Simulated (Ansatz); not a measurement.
Compare A (`[F][GeH]1[CH2]C[CH2]1`) with its isomer B (`C=[C](F)[GeH2][CH3]`).

Program: Ansatz. Geometries: PBE0-D4/def2-TZVP. ΔE: electronic, gas phase. CCSD(T)/CBS adds triple-zeta CCSD(T) − MP2 to the extrapolated MP2 energy (def2 sets, frozen cores). DFT in def2-TZVPP. B3LYP here is the variant with VWN-RPA as its local correlation; programs differ in this. For Ge outer-core shells are correlated without core-valence functions, which leaves a few kJ/mol of doubt a bond. Scalar relativity is left out up to krypton. Each species was taken in one conformer, which may not be the lowest.

A:

Z-matrix (Å, degrees):
```
Ge
C 1 1.963
C 1 2.445 2 39.3
F 1 1.747 2 115.3 3 128.2
C 1 1.962 2 76.3 3 16.3
H 1 1.539 2 121.8 3 -102.9
H 2 1.092 1 109.0 3 -112.3
H 2 1.089 1 121.5 3 119.8
H 3 1.093 1 106.1 2 -102.8
H 3 1.093 1 146.9 2 77.2
H 5 1.089 1 121.5 2 -136.1
H 5 1.092 1 109.0 2 96.0
```

B:

```xyz
12

C     1.488   -1.283    0.174
C     0.419   -1.218   -0.601
F     0.204   -2.196   -1.509
Ge   -0.951    0.181   -0.594
C    -0.493    1.504    0.760
H     2.196   -2.101    0.098
H     1.672   -0.506    0.904
H    -1.004    0.809   -1.998
H    -2.309   -0.479   -0.298
H    -1.247    2.293    0.781
H    -0.450    1.040    1.746
H     0.474    1.956    0.538
```

Problem. Which is lower in electronic energy at CCSD(T)/CBS, and by how much? (Estimate.)

Solution. Computed: A, by 32.0 kcal/mol.

Problem. Give E(B) − E(A) in kcal/mol with B2PLYP, B3LYP-D4, MP2/def2-TZVPP, PBE0-D4, PBE-D4, HF/def2-TZVPP, CCSD/def2-TZVPP. (An estimate is asked.)

Solution. Computed: B2PLYP 29.7, B3LYP-D4 27.4, MP2/def2-TZVPP 35.0, PBE0-D4 32.4, PBE-D4 29.9, HF/def2-TZVPP 27.2, CCSD/def2-TZVPP 31.0. None reverses the order clearly.

Largest T1 diagnostic: 0.012.

From PBE to PBE0 (25 % exact exchange), in def2-TZVPP and without D4, E(B) − E(A) moves by +2.6 kcal/mol. In def2-TZVPP, CCSD(T) changes the Hartree–Fock value by +3.6 kcal/mol (the triples alone add −0.2 kcal/mol) and MP2 by +7.8 kcal/mol.
